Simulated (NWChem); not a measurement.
System: C$_{4}$H$_{6}$S; SMILES C1=CCCS1

NWChem input:

```
start job
memory heap 200 mb stack 900 mb global 1100 mb
geometry units angstroms
  C      0.880046    -1.176853     0.104800
  C      1.265589     0.102135     0.022949
  S     -0.032572     1.256993    -0.252360
  C     -1.272972    -0.045065     0.113707
  C     -0.589720    -1.392884    -0.131748
  H      1.580775    -2.002903     0.244861
  H      2.290846     0.472326     0.087952
  H     -1.566814     0.063016     1.169902
  H     -2.160305     0.115742    -0.513496
  H     -0.746436    -1.729893    -1.174987
  H     -1.020491    -2.172171     0.517425
end
basis spherical
  * library 6-31g*
end
dft
  xc hfexch
  iterations 150
end
driver
  maxiter 120
end
task dft optimize
task dft freq
```

NWChem printed, in part:

```
             Northwest Computational Chemistry Package (NWChem) 7.3.0
             --------------------------------------------------------

 C1  symmetry detected

                             Geometry "geometry" -> ""
                             -------------------------

 Output coordinates in angstroms (scale by  1.889725989 to convert to a.u.)

  No.       Tag          Charge          X              Y              Z
 ---- ---------------- ---------- -------------- -------------- --------------
    1 C                    6.0000     0.86656642    -1.20046719     0.05186582
    2 C                    6.0000     1.27855217     0.07265743     0.07583925
    3 S                   16.0000     0.00169910     1.27342697    -0.07420328
    4 C                    6.0000    -1.26087539    -0.03034732     0.19788217
    5 C                    6.0000    -0.61109052    -1.36489703    -0.17689003
    6 H                    1.0000     1.55124358    -2.04971580     0.10655408
    7 H                    1.0000     2.31252584     0.41476689     0.15507470
    8 H                    1.0000    -1.53567279    -0.00981713     1.26448303
    9 H                    1.0000    -2.15423256     0.20310728    -0.39710881
   10 H                    1.0000    -0.79147313    -1.60540230    -1.24277085
   11 H                    1.0000    -1.04849259    -2.18944584     0.40883700

 Effective nuclear repulsion energy (a.u.)     216.9021845520

                                Z-matrix (autoz)
                                --------

 Units are Angstrom for bonds and degrees for angles

[...]

      ----------------------
      Optimization converged
      ----------------------

  Step       Energy      Delta E   Gmax     Grms     Xrms     Xmax
  ---- ---------------- -------- -------- -------- -------- --------
@   14    -552.45144117 -2.0D-07  0.00003  0.00001  0.00037  0.00114
                                     ok       ok       ok       ok

                                Z-matrix (autoz)
                                --------

 Units are Angstrom for bonds and degrees for angles

[...]

 Rotational Constants
 --------------------
 A=   0.229127 cm-1  (  0.329655 K)
 B=   0.157367 cm-1  (  0.226411 K)
 C=   0.098111 cm-1  (  0.141157 K)

 Temperature                      =   298.15K
 frequency scaling parameter      =   1.0000

 Zero-Point correction to Energy  =   60.754 kcal/mol  (  0.096818 au)
 Thermal correction to Energy     =   63.578 kcal/mol  (  0.101318 au)
 Thermal correction to Enthalpy   =   64.170 kcal/mol  (  0.102262 au)

 Total Entropy                    =   70.305 cal/mol-K
   - Translational                =   39.252 cal/mol-K (mol. weight =  86.0190)
   - Rotational                   =   25.614 cal/mol-K (symmetry #  =        1)
   - Vibrational                  =    5.440 cal/mol-K

 Cv (constant volume heat capacity) =   15.756 cal/mol-K
   - Translational                  =    2.979 cal/mol-K
   - Rotational                     =    2.979 cal/mol-K
   - Vibrational                    =    9.797 cal/mol-K

[normal modes left out]

 ----------------------------------------------------------------------------
 Normal Eigenvalue ||           Projected Infra Red Intensities
  Mode   [cm**-1]  || [atomic units] [(debye/angs)**2] [(KM/mol)] [arbitrary]
 ------ ---------- || -------------- ----------------- ---------- -----------
    1       -0.000 ||    0.000063           0.001         0.062       0.071
    2       -0.000 ||    0.000576           0.013         0.561       0.644
    3       -0.000 ||    0.000247           0.006         0.240       0.276
    4       -0.000 ||    0.001110           0.026         1.082       1.241
    5        0.000 ||    0.000278           0.006         0.271       0.310
    6        0.000 ||    0.000175           0.004         0.170       0.196
    7      159.076 ||    0.001470           0.034         1.433       1.644
    8      440.281 ||    0.002015           0.046         1.965       2.253
    9      547.596 ||    0.000424           0.010         0.414       0.474
   10      710.194 ||    0.004330           0.100         4.221       4.841
   11      753.157 ||    0.012267           0.283        11.958      13.714
   12      777.185 ||    0.046760           1.079        45.584      52.278
   13      859.129 ||    0.020321           0.469        19.810      22.719
   14      933.109 ||    0.001318           0.030         1.285       1.473
   15      980.611 ||    0.002314           0.053         2.256       2.587
   16     1061.748 ||    0.001935           0.045         1.886       2.163
   17     1077.040 ||    0.003312           0.076         3.229       3.703
   18     1121.857 ||    0.006140           0.142         5.985       6.864
   19     1231.472 ||    0.000520           0.012         0.507       0.581
   20     1264.250 ||    0.000926           0.021         0.902       1.035
   21     1335.628 ||    0.002417           0.056         2.356       2.702
   22     1417.263 ||    0.017997           0.415        17.544      20.120
   23     1463.087 ||    0.003555           0.082         3.465       3.974
   24     1489.536 ||    0.000246           0.006         0.240       0.275
   25     1625.279 ||    0.001098           0.025         1.070       1.228
   26     1646.882 ||    0.000975           0.023         0.951       1.090
   27     1824.925 ||    0.007583           0.175         7.392       8.477
   28     3191.399 ||    0.047712           1.101        46.512      53.342
   29     3238.763 ||    0.013394           0.309        13.057      14.975
   30     3258.037 ||    0.057530           1.327        56.083      64.319
   31     3313.516 ||    0.018168           0.419        17.711      20.312
   32     3378.420 ||    0.005645           0.130         5.503       6.311
   33     3419.053 ||    0.012349           0.285        12.039      13.806
 ----------------------------------------------------------------------------
```

Level: Hartree-Fock/6-31G* (spherical d).
